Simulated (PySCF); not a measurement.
## [SeO2]2+: adding exact exchange

Base calculation in PySCF with density fitting and no spin–orbit coupling, PBE/def2-TZVP (no relativity): singlet, D∞h, Se–O 1.589 Å (×2); wavenumbers 123 (×2), 905, 1074 cm⁻¹; gap between the highest occupied and lowest empty levels 2.48 eV, polar-tensor charge of Se 1.39 e.

Q: What changes on going to PBE0/def2-TZVP (no relativity)?

A: The point group stays the same. Changes: mean bond to Se -0.032 Å, highest wavenumber +68 cm⁻¹, lowest wavenumber +15 cm⁻¹, gap between the highest occupied and lowest empty levels +2.97 eV, polar-tensor charge of Se +0.07 e. The new structure has Se–O 1.557 Å (×2), with wavenumbers 138 (×2), 988, 1142 cm⁻¹. Exact exchange shortens and stiffens the bonds and opens the gap, the usual pattern.

Each species is the lowest minimum found with this bonding; other isomers or fragments can lie lower.
